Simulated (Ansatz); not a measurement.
Geometry optimisation, Ansatz, RKS PBE-D4/def2-SVP.

The input (input.yaml):

```yaml
crystal:
  periodic: [false, false, false]
  atoms:
    - { symbol: B, position_ang: [-0.000891, 0.266741, 0.036031] }
    - { symbol: Cl, position_ang: [-0.005297, 0.631117, 1.829603] }
    - { symbol: Cl, position_ang: [1.524277, 0.271393, -0.813834] }
    - { symbol: Cl, position_ang: [-1.529021, 0.199612, -0.806403] }
    - { symbol: F, position_ang: [0.062314, -2.180439, 0.635597] }
    - { symbol: H, position_ang: [0.068918, -1.917625, 1.529707] }
basis:
  gaussian: { orbitals: def2-SVP }
hamiltonian:
  xc: pbe
  dispersion: d4
relax:
  f_tol: 0.03
  max_steps: 50
output:
  orbitals: {}
```

Run as:

```bash
$ ansatz run input.yaml --threads 2 --pin off --max-ram 3072MiB --backend cpu --events-out ev --progress --plain --runs-dir out
```

Problem. Where does it end, and by what steps?

Solution. The run converged. After 7 steps the energy has fallen by 0.041 eV; F5 moved furthest, 0.15 Å.

| step | energy less start (eV) | largest force component (eV/Å) | accepted |
| --- | --- | --- | --- |
| 0 | 0.0000 | 0.864 | yes |
| 1 | -0.0154 | 1.016 | yes |
| 2 | -0.0066 | 0.434 | no |
| 3 | -0.0337 | 0.254 | yes |
| 4 | -0.0372 | 0.082 | yes |
| 5 | -0.0386 | 0.058 | yes |
| 6 | -0.0403 | 0.047 | yes |
| 7 | -0.0407 | 0.008 | yes |

```xyz
6
Properties=species:S:1:pos:R:3
B 0.000 0.289 0.034
Cl 0.000 0.517 1.801
Cl 1.520 0.313 -0.824
Cl -1.525 0.235 -0.813
F 0.068 -2.305 0.717
H 0.058 -1.778 1.496
```

Run time: 19 s on 2 threads of Arm Neoverse N1, with other jobs on the host, peak memory 0.12 GiB.
